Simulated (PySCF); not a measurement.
Xe: excitation energy

Xe [Xe] (1S) → Xe [Kr] 4d10 5s1 5p6 6p1 (3P), as a difference of total energies. Calculation: PySCF 2.14, in aug-cc-pwCVTZ-DK3 with one added diffuse shell each of s, p, d, f type (11s10p8d5f1g, 125 functions); the spin-free X2C one-electron Hamiltonian (Gaussian nucleus). Correlated levels: valence: [Kr] 4d10 frozen; valence and next inner shell: [Ar] 3d10 frozen. The calculations carry no spin-orbit coupling.

```csv
method,excitation energy (cm⁻¹)
UHF,194240
LDA,177680
PBE,175230
PBE0,182040
r2SCAN,180720
wB97M-V,185680
BHandHLYP,188320
wB97X,186230
MP2 (valence),185900
SCS-MP2 (valence),184110
MP2 (valence and next inner shell),181920
SCS-MP2 (valence and next inner shell),180600
```

A first-order spin-orbit estimate (lowest level to lowest level, LS coupling) adds -0.023 eV.

The upper state lies above the first ionisation limit, where it may autoionise and the basis confines it. A Rydberg-like electron needs more diffuse functions than a valence basis has.

The promoted electron is Rydberg-like, and one or two diffuse shells describe it only roughly, which tends to raise the upper state.
